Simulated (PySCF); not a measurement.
## Zn: excitation energy

Zn [Ar] 3d10 4s2 (1S) → Zn [Ar] 3d9 4s2 4p1 (high-spin determinant), as a difference of total energies. Calculation: PySCF 2.14, in aug-cc-pwCVTZ-DK (10s9p7d4f3g, 127 functions); scalar relativity by spin-free X2C-1e. Correlated levels: valence: [Ar] frozen; valence and next inner shell: [Ne] frozen; nothing frozen. The calculations carry no spin-orbit coupling.

| method | excitation energy (eV) |
| --- | --- |
| UHF | 8.823 |
| LDA | 11.895 |
| PBE | 11.361 |
| PBE0 | 10.842 |
| r2SCAN | 10.888 |
| B2PLYP | 11.099 |
| r2SCANh | 10.737 |
| revPBE | 11.290 |
| MP2 (valence) | 11.584 |
| SCS-MP2 (valence) | 11.267 |
| MP2 (valence and next inner shell) | 12.021 |
| SCS-MP2 (valence and next inner shell) | 11.612 |
| MP2 (all electrons) | 12.044 |
| SCS-MP2 (all electrons) | 11.624 |

**Question.** How much does correlation contribute at MP2 (all electrons)?

**Answer.** 12.044 − (8.823) = 3.221 eV, measured against UHF.

A first-order spin-orbit estimate (lowest level to lowest level, LS coupling) adds -0.119 eV.

The upper state lies above the first ionisation limit, where it may autoionise and the basis confines it.

The determinant of the upper state mixes LS terms, which raises its energy above the lowest term, most at the Hartree-Fock and MP2 levels.
